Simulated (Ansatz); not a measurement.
The first iterations of a band of C$_{3}$H$_{8}$O$_{2}$SSi (15 atoms, charge 0, multiplicity 1).

Method: RKS PBE/STO-3G in Ansatz 0.2.0.

```
movable images  : 8
climbing image  : no
spring          : 5.0 eV/Å²
optimiser       : quadratic models (default)
start path      : IDPP
force threshold : 0.05 eV/Å
iteration limit : 32
end points      : relaxed
```

Image 0:

```xyz
15
Properties=species:S:1:pos:R:3
C -0.064 -1.912 -0.779
C 0.183 -0.428 -0.375
O -1.037 0.382 -0.236
C 1.070 0.430 -1.338
O 0.557 1.562 -1.673
S 1.120 -0.158 1.214
Si -0.507 1.148 1.848
H -0.621 -1.962 -1.735
H 0.901 -2.440 -0.901
H -0.652 -2.428 0.003
H -0.694 1.181 -0.901
H 2.102 0.096 -1.622
H -1.782 0.525 2.180
H -0.638 2.442 1.186
H 0.040 1.512 3.158
```

Image 9:

```xyz
15
Properties=species:S:1:pos:R:3
C -0.010 -1.932 -0.736
C 0.232 -0.450 -0.320
O -0.942 0.426 -0.456
C 1.349 0.331 -1.087
O 0.983 1.478 -1.544
S 0.833 -0.176 1.424
Si -0.813 1.232 1.674
H -0.778 -2.391 -0.085
H -0.357 -1.983 -1.786
H 0.928 -2.513 -0.642
H -0.421 1.185 -1.049
H 2.398 -0.063 -1.139
H -2.162 0.684 1.745
H -0.732 2.509 0.971
H -0.531 1.612 3.061
```

| iteration | highest image above the first end (eV) | largest band force component (eV/Å) |
| --- | --- | --- |
| 1 | 0.108 | 0.725 |
| 2 | 0.086 | 0.202 |

**Question.** Does the band converge within its limit, and where does its top end?

**Answer.** The forces met the threshold. It ended after 5 iterations with the highest image 0.081 eV above the first end. No image climbed, so the highest image needn't sit at the top of the path. Limits of this set-up: minimal basis.

The run took 5.9 min on 1 thread of Arm Neoverse N1, on a shared host, peak memory 0.13 GiB.
